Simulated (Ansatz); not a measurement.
CH$_{4}$FOSi, SMILES `CO[SiH]F` radical. The species carries charge 0 and has multiplicity 2. Geometry: relaxed with PBE0-D4/def2-TZVP. It is one conformer, not always the lowest.

```xyz
8

C     0.637    0.091    1.017
O     0.284    0.527   -0.280
Si   -0.480   -0.335   -1.431
F    -1.882   -0.879   -0.870
H     1.292   -0.785    0.975
H    -0.251   -0.157    1.603
H     1.171    0.904    1.510
H    -0.771    0.635   -2.525
```

Task: What is the dipole moment at PBE/def2-TZVPP? (Best estimate.)

Result: Ansatz gave: 1.45 D, with components (1.13, -0.03, 0.90) D in this frame, pointing from negative to positive charge.

Task: And with r2SCAN, B3LYP, ωB97M-V? (An estimate is asked.)

Result: The calculation gave: r2SCAN 1.48 D, B3LYP 1.50 D, ωB97M-V 1.51 D.

Task: Give the Mulliken charges with PBE, r2SCAN, ωB97M-V in def2-TZVPP. (Best estimate.)

Result: The calculation gave: 
```
atom    PBE  r2SCAN  ωB97M-V
  C1  -0.14    0.01    -0.18
  O2  -0.26   -0.35    -0.32
 Si3   0.42    0.53     0.46
  F4  -0.27   -0.31    -0.30
  H5   0.10    0.06     0.12
  H6   0.11    0.07     0.13
  H7   0.11    0.07     0.13
  H8  -0.06   -0.07    -0.03
```

B3LYP here is the variant with VWN-RPA as its local correlation; programs differ in this.
